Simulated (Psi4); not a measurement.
calcium atom (Ca), singlet; HF/cc-pVDZ (Psi4).

The Psi4 input:
```
memory 2 GB

molecule mol {
0 1
Ca    0.000000    0.000000    0.000000
}

set {
  basis cc-pvdz
  reference rhf
  damping_percentage 50
}

energy('scf')
print_variables()
```

What the program printed (banner, timings and long lists left out):

```
   => Loading Basis Set <=

    Name: CC-PVDZ
    Role: ORBITAL
    Keyword: BASIS

         ---------------------------------------------------------
                                   SCF
               by Justin Turney, Rob Parrish, Andy Simmonett
                          and Daniel G. A. Smith
                              RHF Reference
         ---------------------------------------------------------

  ==> Geometry <==

    Molecular point group: d2h
    Geometry (in Angstrom), charge = 0, multiplicity = 1:

       Center              X                  Y                   Z               Mass
    ------------   -----------------  -----------------  -----------------  -----------------
         CA           0.000000000000     0.000000000000     0.000000000000    39.962590863000

  Running in d2h symmetry.

  Rotational constants: A = ************  B = ************  C = ************ [cm^-1]
  Rotational constants: A = ************  B = ************  C = ************ [MHz]
  Nuclear repulsion =    0.000000000000000

  Charge       = 0
  Multiplicity = 1
  Electrons    = 20
  Nalpha       = 10
  Nbeta        = 10

  ==> Algorithm <==

  SCF Algorithm Type is DF.
  DIIS enabled.
  MOM disabled.
  Fractional occupation disabled.
  Guess Type is CORE.
  Energy threshold   = 1.00e-06
  Density threshold  = 1.00e-06
  Integral threshold = 1.00e-12

  ==> Primary Basis <==

  Basis Set: CC-PVDZ
    Blend: CC-PVDZ
    Number of shells: 11
    Number of basis functions: 27
    Number of Cartesian functions: 29
    Spherical Harmonics?: true
    Max angular momentum: 2

   => Loading Basis Set <=

    Name: (CC-PVDZ AUX)
    Role: JKFIT
    Keyword: DF_BASIS_SCF

  ==> Integral Setup <==

  SCF_SUBTYPE=INCORE selected. In-core MEM_DF algorithm will be used.
  Using in-core AOs.

  ==> MemDFJK: Density-Fitted J/K Matrices <==

    J tasked:                   Yes
    K tasked:                   Yes
    wK tasked:                   No
    Algorithm:                 Core
    Schwarz Cutoff:           1E-12
    Mask sparsity (%):       0.0000
    Fitting Condition:        1E-10

   => Auxiliary Basis Set <=

  Basis Set: (CC-PVDZ AUX)
    Blend: DEF2-UNIVERSAL-JKFIT
    Number of shells: 44
    Number of basis functions: 160
    Number of Cartesian functions: 203
    Spherical Harmonics?: true
    Max angular momentum: 4

  Minimum eigenvalue in the overlap matrix is 9.6225580042E-02.
  Reciprocal condition number of the overlap matrix is 5.5078994754E-02.
[...]
   @DF-RHF iter  89:  -676.74986298167516   -7.76795e-04   1.15622e-05 DIIS/DAMP=50%
   @DF-RHF iter  90:  -676.74974535260526    1.17629e-04   3.59160e-05 DIIS/DAMP=50%
   @DF-RHF iter  91:  -676.74987895019217   -1.33598e-04   5.77957e-05 DIIS/DAMP=50%
   @DF-RHF iter  92:  -676.75011119074520   -2.32241e-04   6.27880e-05 DIIS/DAMP=50%
   @DF-RHF iter  93:  -676.75007926488468    3.19259e-05   5.56719e-05 DIIS/DAMP=50%
   @DF-RHF iter  94:  -676.75014395951052   -6.46946e-05   4.52434e-05 DIIS/DAMP=50%
   @DF-RHF iter  95:  -676.74975088004510    3.93079e-04   2.79431e-05 DIIS/DAMP=50%
   @DF-RHF iter  96:  -676.74971156067352    3.93194e-05   2.38500e-05 DIIS/DAMP=50%
   @DF-RHF iter  97:  -676.74979329080634   -8.17301e-05   1.95631e-05 DIIS/DAMP=50%
   @DF-RHF iter  98:  -676.74976760650361    2.56843e-05   1.84677e-05 DIIS/DAMP=50%
   @DF-RHF iter  99:  -676.74957245056760    1.95156e-04   1.66408e-05 DIIS/DAMP=50%
   @DF-RHF iter 100:  -676.74969353977690   -1.21089e-04   1.85351e-05 DIIS/DAMP=50%

PsiException: Could not converge SCF iterations in 100 iterations.

  Failed to converge.

Traceback (most recent call last):
  File "psi4", line 375, in <module>
  File "<string>", line 23, in <module>
  File "site-packages/psi4/driver/driver.py", line 533, in energy
  File "site-packages/psi4/driver/procrouting/proc.py", line 2760, in run_scf
  File "site-packages/psi4/driver/procrouting/proc.py", line 2047, in scf_helper
  File "site-packages/psi4/driver/procrouting/scf_proc/scf_iterator.py", line 93, in scf_compute_energy
  File "site-packages/psi4/driver/procrouting/scf_proc/scf_iterator.py", line 86, in scf_compute_energy
  File "site-packages/psi4/driver/procrouting/scf_proc/scf_iterator.py", line 609, in scf_iterate

psi4.driver.p4util.exceptions.SCFConvergenceError: Could not converge SCF iterations in 100 iterations.

Printing out the relevant lines from the Psithon --> Python processed input file:
    ""","mol")
    core.IO.set_default_namespace("mol")
    core.set_global_option("BASIS", "cc-pvdz")
    core.set_global_option("REFERENCE", "rhf")
    core.set_global_option("DAMPING_PERCENTAGE", 50)
--> energy('scf')
    print_variables()

!-------------------------------------------------------!
!                                                       !
!  Could not converge SCF iterations in 100 iterations. !
!                                                       !
!-------------------------------------------------------!
```

The run did not converge; its last values are not results.
